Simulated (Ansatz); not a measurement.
Start from `CCB(O)O` and change one atom or group to get `CC(C)B(O)O`.

Ansatz, PBE0-D4/def2-TZVP geometries, multiplicity 1. Each molecule was computed in one conformer, which needn't be the lowest.

```csv
property,`CCB(O)O`
LUMO energy (PBE/def2-TZVPP) / eV,-0.13
HOMO energy (ωB97M-V/def2-TZVPP) / eV,-11.08
HOMO–LUMO gap (PBE/def2-TZVPP) / eV,7.14
HOMO–LUMO gap (PBE0/def2-TZVPP) / eV,9.43
LUMO energy (B3LYP/def2-TZVPP) / eV,0.33
HOMO–LUMO gap (ωB97M-V/def2-TZVPP) / eV,13.11
```

Give the same properties after the change, and the shifts. (Estimate.)

Computed: 
| property | `CC(C)B(O)O` | shift |
| --- | --- | --- |
| LUMO energy (PBE/def2-TZVPP) / eV | -0.17 | -0.04 |
| HOMO energy (ωB97M-V/def2-TZVPP) / eV | -10.65 | 0.43 |
| HOMO–LUMO gap (PBE/def2-TZVPP) / eV | 6.75 | -0.39 |
| HOMO–LUMO gap (PBE0/def2-TZVPP) / eV | 9.00 | -0.43 |
| LUMO energy (B3LYP/def2-TZVPP) / eV | 0.31 | -0.02 |
| HOMO–LUMO gap (ωB97M-V/def2-TZVPP) / eV | 12.70 | -0.41 |

B3LYP here is the variant with VWN-RPA as its local correlation; programs differ in this.
